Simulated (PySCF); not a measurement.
## Carbon: a sound run and one with changed settings

Sound run: C⁺ [He] 2s2 2p1, C²⁺ [He] 2s2. Computed with PySCF 2.14 in pcseg-2 (4s3p2d1f, 30 functions), with no relativity, point nucleus. The sound run starts from symmetry-adapted Hartree-Fock orbitals and uses a fine grid where one is needed.

Changed run: radial step 0.3 in ln r (0.13 in the sound run). This setting is unsound on purpose.

```
species  method  sound run (hartree)  changed run (hartree)  converged
     C⁺     UHF            -37.29263              -37.29263        yes
     C⁺  r2SCAN            -37.40260              -37.40248        yes
     C⁺  M06-2X            -37.42753              -37.42690        yes
    C²⁺     UHF            -36.40376              -36.40376        yes
    C²⁺  r2SCAN            -36.48209              -36.47947        yes
    C²⁺  M06-2X            -36.52631              -36.52512        yes
```

Ionisation energy of C⁺:

```tsv
method	sound run (eV)	changed run (eV)
UHF	24.187	24.187
r2SCAN	25.048	25.116
M06-2X	24.523	24.539
```

A coarse radial grid mis-integrates the density and the exchange-correlation energy, with errors of either sign; Hartree-Fock needs no grid.

For comparison, NIST gives 24.383 eV between the lowest levels.
